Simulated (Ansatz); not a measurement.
Geometry optimisation, Ansatz 0.2.0, RKS BHLYP/STO-3G.

Input file:

```yaml
crystal:
  periodic: [false, false, false]
  atoms:
    - { symbol: Si, position_ang: [0.0, 0.0, 0.0] }
    - { symbol: C, position_ang: [0.0, 0.0, 1.87] }
    - { symbol: H, position_ang: [-0.9996, -0.3092, 2.2405] }
    - { symbol: H, position_ang: [0.7676, -0.7111, 2.2405] }
    - { symbol: H, position_ang: [0.232, 1.0203, 2.2405] }
    - { symbol: C, position_ang: [1.7634, 0.0, -0.6227] }
    - { symbol: H, position_ang: [2.1111, -1.0463, -0.7509] }
    - { symbol: H, position_ang: [1.8119, 0.5276, -1.5981] }
    - { symbol: H, position_ang: [2.4154, 0.5187, 0.1108] }
    - { symbol: O, position_ang: [-0.7913, 1.3709, -0.5594] }
    - { symbol: Si, position_ang: [-2.4002, 1.4263, -1.0396] }
    - { symbol: H, position_ang: [-3.2124, 0.6421, -0.1138] }
    - { symbol: H, position_ang: [-2.862, 2.8114, -1.0378] }
    - { symbol: H, position_ang: [-2.5267, 0.8736, -2.385] }
    - { symbol: H, position_ang: [-0.6877, -1.1914, -0.4862] }
basis:
  gaussian: { orbitals: STO-3G }
hamiltonian:
  xc: { name: BHLYP }
relax:
  f_tol: 0.02
  max_steps: 40
```

Command:

```bash
$ ansatz run input.yaml --threads 1 --pin off --max-ram 2048MiB --backend cpu --events-out ev --progress --plain --runs-dir out
```

Task: Where does it end, and by what steps?

Result: The run converged. The force dipped under the threshold on the way, but the program's further checks kept it going. Limits of this set-up: minimal basis. After 18 steps the energy has fallen by 0.206 eV; H14 moved furthest, 1.05 Å.

```json
{"step": "0", "energy less start (eV)": "0.0000", "largest force component (eV/Å)": "0.960", "accepted": "yes"}
{"step": "1", "energy less start (eV)": "-0.1484", "largest force component (eV/Å)": "0.204", "accepted": "yes"}
{"step": "2", "energy less start (eV)": "-0.1584", "largest force component (eV/Å)": "0.050", "accepted": "yes"}
{"step": "3", "energy less start (eV)": "-0.1691", "largest force component (eV/Å)": "0.377", "accepted": "yes"}
{"step": "4", "energy less start (eV)": "-0.1335", "largest force component (eV/Å)": "1.182", "accepted": "no"}
{"step": "5", "energy less start (eV)": "-0.1783", "largest force component (eV/Å)": "0.188", "accepted": "yes"}
{"step": "6", "energy less start (eV)": "-0.1838", "largest force component (eV/Å)": "0.148", "accepted": "yes"}
{"step": "7", "energy less start (eV)": "-0.1873", "largest force component (eV/Å)": "0.216", "accepted": "yes"}
{"step": "8", "energy less start (eV)": "-0.1926", "largest force component (eV/Å)": "0.121", "accepted": "yes"}
{"step": "9", "energy less start (eV)": "-0.1981", "largest force component (eV/Å)": "0.090", "accepted": "yes"}
{"step": "10", "energy less start (eV)": "-0.1981", "largest force component (eV/Å)": "0.238", "accepted": "yes"}
{"step": "11", "energy less start (eV)": "-0.2022", "largest force component (eV/Å)": "0.056", "accepted": "yes"}
{"step": "12", "energy less start (eV)": "-0.2039", "largest force component (eV/Å)": "0.017", "accepted": "yes"}
{"step": "13", "energy less start (eV)": "-0.2040", "largest force component (eV/Å)": "0.092", "accepted": "yes"}
{"step": "14", "energy less start (eV)": "-0.2050", "largest force component (eV/Å)": "0.032", "accepted": "yes"}
{"step": "15", "energy less start (eV)": "-0.2055", "largest force component (eV/Å)": "0.013", "accepted": "yes"}
{"step": "16", "energy less start (eV)": "-0.2059", "largest force component (eV/Å)": "0.052", "accepted": "yes"}
{"step": "17", "energy less start (eV)": "-0.2061", "largest force component (eV/Å)": "0.022", "accepted": "yes"}
{"step": "18", "energy less start (eV)": "-0.2061", "largest force component (eV/Å)": "0.009", "accepted": "yes"}
```

```xyz
15
Properties=species:S:1:pos:R:3
Si 0.056 -0.023 -0.181
C -0.197 -0.186 1.661
H -1.246 -0.312 1.918
H 0.339 -1.052 2.043
H 0.170 0.688 2.195
C 1.868 0.148 -0.567
H 2.426 -0.715 -0.207
H 2.038 0.227 -1.639
H 2.293 1.034 -0.100
O -0.703 1.335 -0.792
Si -2.370 1.461 -0.837
H -2.945 1.463 0.480
H -2.687 2.698 -1.485
H -2.963 0.377 -1.570
H -0.458 -1.211 -0.808
```

Whether the end is a true minimum wasn't checked by a vibrational analysis.

Time of the run: 66 s on 1 thread of Arm Neoverse V1, on a shared host, peak memory 0.13 GiB.
